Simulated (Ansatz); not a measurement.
`O[CH2][Al]([OH])[Cl]` + H₂ → `[OH][AlH][Cl]` + CH₃OH  (hydrogenolysis of the Al–C bond)

Isolated molecules relaxed with PBE0-D4/def2-TZVP in Ansatz; ΔE leaves out vibrations. CCSD(T)/CBS is the MP2 limit (def2-TZVPP, def2-QZVPP) plus CCSD(T) − MP2 in def2-TZVPP, frozen cores. This one scheme is used for every species. Functionals use def2-TZVPP. B3LYP here is the variant with VWN-RPA as its local correlation; programs differ in this. One conformer a species, not always the lowest.

Is it downhill or uphill in electronic energy at CCSD(T)/CBS, and by how much? (Best estimate.)

The calculation gave: Downhill: ΔE = -9.6 kcal/mol.

What do these levels give: PBE-D4, r2SCAN-D4, PBE0-D4, B2PLYP, PBE, PBE0, B3LYP, SCS-MP2/def2-TZVPP, CCSD/def2-TZVPP, HF/def2-QZVPP, MP2/def2-QZVPP, MP2/CBS(def2)? (Estimate.)

The calculation gave: PBE-D4 -7.2, r2SCAN-D4 -8.2, PBE0-D4 -9.1, B2PLYP -10.6, PBE -8.6, PBE0 -10.3, B3LYP -11.3, SCS-MP2/def2-TZVPP -10.8, CCSD/def2-TZVPP -11.4, HF/def2-QZVPP -17.3, MP2/def2-QZVPP -8.9, MP2/CBS(def2) -8.6 kcal/mol.

Largest T1 diagnostic among the species: 0.011.

From PBE to PBE0 (25 % exact exchange), in def2-TZVPP and without D4, ΔE moves by −1.7 kcal/mol. In def2-TZVPP, CCSD(T) changes the Hartree–Fock value by +7.1 kcal/mol (the triples alone add +1.3 kcal/mol) and MP2 by +8.0 kcal/mol.
